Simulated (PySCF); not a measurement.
# Working out the ionisation energy of Bi

Bi [Xe] 4f14 5d10 6s2 6p3 (4S) → Bi⁺ [Xe] 4f14 5d10 6s2 6p2 (3P). All numbers are calculated (PySCF 2.14, a scalar-relativistic core potential, in def2-TZVPPD with the def2 core potential (60 electrons) (7s5p4d2f, 56 functions)). Frozen: nothing. Energies in hartree (1 hartree = 27.21139 eV):

| part | Bi (lower) | Bi⁺ (upper) |
| --- | --- | --- |
| UHF | -213.593796 | -213.291969 |
| MP2 opposite-spin | -0.278617 | -0.271846 |
| MP2 same-spin | -0.167997 | -0.156341 |

Q: What does Hartree-Fock give?

A: (-213.291969) − (-213.593796) = 0.301827 hartree = 8.213 eV.

Q: What do MP2 and SCS-MP2 (6/5 opposite-spin, 1/3 same-spin) give?

A: The opposite-spin parts differ by 0.184 eV and the same-spin parts by 0.317 eV. MP2: 8.213 + (0.184) + (0.317) = 8.714 eV. SCS-MP2: 8.213 + 1.2 × (0.184) + (0.317)/3 = 8.539 eV.

Reference: 7.286 eV (measured; NIST Atomic Spectra Database, ionization energies), between the lowest levels; spin-orbit coupling is absent from the calculation.

What remains against the reference includes basis incompleteness and correlation beyond second order.
